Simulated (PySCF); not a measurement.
# Removing the step error of a finite difference

System: H5BOSi (SMILES OB[SiH3]), singlet, at a GFN2-xTB geometry, atoms displaced at random by about 0.08 Å a coordinate. Level: HF/6-31G, gradient run with PySCF. Sums are taken with unrounded values, so a last digit can differ.

Central differences of the energy along z of atom 7 gave a gradient component of 0.006264 Eh/bohr at step 0.05 and 0.008448 Eh/bohr at step 0.2 (atomic units).

**Question.** Extrapolate to zero step.

**Answer.** The leading error of a symmetric difference goes as h², so A(h) = A0 + c h². Then c = (0.008448 - (0.006264))/(0.2² - 0.05²) = 0.0583 (atomic units) and A0 = 0.006264 - c × 0.05² = 0.006118 Eh/bohr. The analytic value from the same program and level is 0.006119 Eh/bohr: the smaller step missed it by 0.000145, the extrapolation by -0.000001.
